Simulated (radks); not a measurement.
Q: Isoelectronic series with 17 electrons, all held in the configuration [Ne] 3s2 3p5, which need not be the ground one along the series. All-electron calculation, Dirac Kohn-Sham, PBEsol, spin-unpolarised, spherical densities, finite nucleus; open shells fill j = l - 1/2 first; Fermi nuclear charge, rms radius of each element as measured or else 0.836 A^(1/3) + 0.57 fm. Program: a radial shooting solver on a logarithmic mesh with Libxc functionals. Total energies (hartree) and mean radii <r> (bohr):

ion    E (hartree)   3p3/2   3p1/2   3s1/2
Cl      -460.74331   1.847   1.837   1.537
V6+     -937.33112  0.9184  0.9125  0.8885
Fe9+   -1242.16177  0.7452  0.7395  0.7357
Cu12+  -1591.79717  0.6284  0.6226  0.6280
Ge15+  -1986.69792  0.5438  0.5377  0.5478
Br18+  -2427.40592  0.4794  0.4731  0.4855
Sr21+  -2914.54143  0.4288  0.4221  0.4357

Estimate the row of Ca3+.

A: E (hartree) -676.93506; 3p3/2 1.208; 3p1/2 1.201; 3s1/2 1.124.
